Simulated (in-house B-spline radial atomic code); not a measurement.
A fraction x of an electron is removed from 2p in Cl⁴⁺, starting from [Ne] 3s2 3p1 and keeping the highest spin. All numbers are computed (scalar-relativistic (X2C) CAM-B3LYP, spin-polarised, spherical fractional occupations; Fermi nucleus of rms radius 3.3654 fm) with an all-electron radial atomic-structure program (B-spline basis), not measured.

Caution: exact exchange at fractional occupations of open shells leaves self-interaction of up to several eV.

| x | E(x) - E(0) (eV) | 2p down level (eV) |
| --- | --- | --- |
| 0 | 0.0000 | -263.466 |
| 0.02 | 5.2773 | -264.262 |
| 0.17 | 45.3662 | -270.265 |
| 0.35 | ? | ? |
| 0.42 | 114.1941 | -280.382 |
| 0.5 | 136.7553 | -283.649 |
| 0.57 | 156.7111 | -286.519 |
| 0.68 | ? | ? |
| 0.85 | 238.5539 | -298.100 |
| 0.91 | 256.5150 | -300.603 |
| 1 | 283.7387 | -304.370 |

(1) What belongs in the row x = 0.35?

(2) What belongs in the row x = 0.68?

(3) Check Janak's theorem between x = 0.02 and 0.17.

Results:

(1) An energy change of 94.6671 eV; 2p down at -277.535 eV.

(2) An energy change of 188.4771 eV; 2p down at -291.049 eV.

(3) The slope of the energy is 267.26 eV; the orbital levels give 267.26 eV (-ε of the emptying orbital, averaged over the two points).
